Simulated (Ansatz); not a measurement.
Ideal-gas functions of C2HCl2Si, SMILES `C#C[Si](Cl)Cl` radical at 800 K and 1 bar, from an Ansatz frequency run at PBE0-D4/def2-TZVP.

Molar mass 124.02 g/mol, point group Cs (symmetry number 1), electronic degeneracy 2, moments of inertia 209.691, 225.938, 414.411 u Å². Harmonic wavenumbers (cm⁻¹, unscaled): 102, 142, 176, 321, 337, 492, 598, 679, 724, 745, 2140, 3461.

Use S(trans) = R[1.5 ln M + 2.5 ln T − 1.1517]; rotational temperatures θ = 24.2544 K / I; S(rot) = R[ln(√π/σ · √(T³/θAθBθC)) + 1.5]; for each mode x = 1.438777 ν̃/T, S = R[x/(eˣ − 1) − ln(1 − e⁻ˣ)] and H = RT x/(eˣ − 1); 1 cm⁻¹ = 0.0119627 kJ/mol; R = 8.31446 J/(mol·K).

Task: By hand: the entropy, in J/(mol·K).

Result: Translation 189.5. Rotation: θ = 0.1157, 0.1073, 0.0585 K, giving 130.6. Vibration, mode by mode: 22.43, 19.69, 17.91, 13.00, 12.60, 9.60, 8.10, 7.15, 6.68, 6.48, 0.88, 0.12, in all 124.6. Electronic 5.8. Sum 450.5 J/(mol·K).

Task: By hand: H − E and G − E in kJ/mol, counted from the electronic energy.

Result: Zero-point energy ½ × 9917 × 0.0119627 = 59.3; thermal vibration 45.6; translation, rotation and pV give 4 RT = 26.6. H − E = 131.5 kJ/mol, and G − E = 131.5 − 800 × 450.5/1000 = -228.9 kJ/mol.

Vibration gives 28 % of the entropy, 42.1 J/(mol·K) of it from the modes under 150 cm⁻¹: soft modes count most, and the harmonic formula is weakest for them.
